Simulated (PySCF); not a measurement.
# `Nc1occc1[SiH2]O` in a uniform electric field

Compound: C4H7NO2Si.
Geometry (GFN2-xTB, Å), atoms numbered from 1 in this order:
```
atom  x, y, z in Å
N1     0.0363    2.0141    0.2901
C2     0.6546    0.8091    0.0299
O3     1.9987    0.7997   -0.0435
C4     2.3651   -0.5006   -0.2216
C5     1.2711   -1.2938   -0.2642
C6     0.1279   -0.4541   -0.0955
Si7   -1.6747   -0.9291   -0.1062
O8    -2.5718    0.3098    0.4732
H9    -0.9167    2.0542   -0.0386
H10    0.5911    2.8186    0.0377
H11    3.4153   -0.6965   -0.2983
H12    1.2507   -2.3564   -0.3958
H13   -2.2254   -1.0407   -1.4544
H14   -1.8750   -2.1394    0.6959
H15   -2.4516    0.6130    1.3693
```

Level: B3LYP/def2-SVPD (PySCF); nuclei fixed, core orbitals frozen in the response. Permanent dipole (0.402, 0.884, 0.303) D (1 au = 2.5417 D). Static polarisability (au):

```
x   102.82   0.65  -2.16
y     0.65  94.30   4.29
z    -2.16   4.29  62.45
```

Only the terms in μ and α are kept: μ(F) = μ + αF and ΔE = −μ·F − ½ F·αF.

Task: What do fields of 0.154 V/Å (0.003 au) along the six axis directions do?

Result: 
```
field along  induced x (D)  induced y (D)  induced z (D)  total size (D)  −μ·F (kJ/mol)  −½F·αF (kJ/mol)
         +x          0.784          0.005         -0.016           1.510         -1.246           -1.215
         −x         -0.784         -0.005          0.016           1.010         +1.246           -1.215
         +y          0.005          0.719          0.033           1.688         -2.739           -1.114
         −y         -0.005         -0.719         -0.033           0.508         +2.739           -1.114
         +z         -0.016          0.033          0.476           1.263         -0.939           -0.738
         −z          0.016         -0.033         -0.476           0.964         +0.939           -0.738
```

Task: For the field (-0.0006, -0.0024, 0.0003) au, what is the induced dipole, and what angle does it make with the field?

Result: αF = (-0.162, -0.573, 0.025) D, at 4.9° to the field. The polarisability along this direction, F·αF/F², is 93.76 au, against a mean of 86.52 au.

Task: Which field along μ doubles the dipole in that direction (linear response)?

Result: The polarisability along the dipole is 94.96 au, so F = 0.4002 au / 94.96 au = 0.0042 au = 0.22 V/Å; higher-order terms are ignored.

Task: What field makes μF equal to kT at 100 K?

Result: kT = 0.3167 × 10⁻³ Eh, so F = 0.000791 au = 4.07 MV/cm.

Task: A unit point charge sits 8 Å away. Estimate the induction energy −αe²/2R⁴ with the mean polarisability, treating the molecule as a point.

Result: R = 15.12 bohr, so the energy is −86.5/(2 × 15.12⁴) Eh = -2.17 kJ/mol. The charge–dipole term at its most favourable orientation, −μe/R², is -4.6 kJ/mol.

The structure is a single GFN2-xTB conformer in the gas phase; no vibrational or solvent corrections.
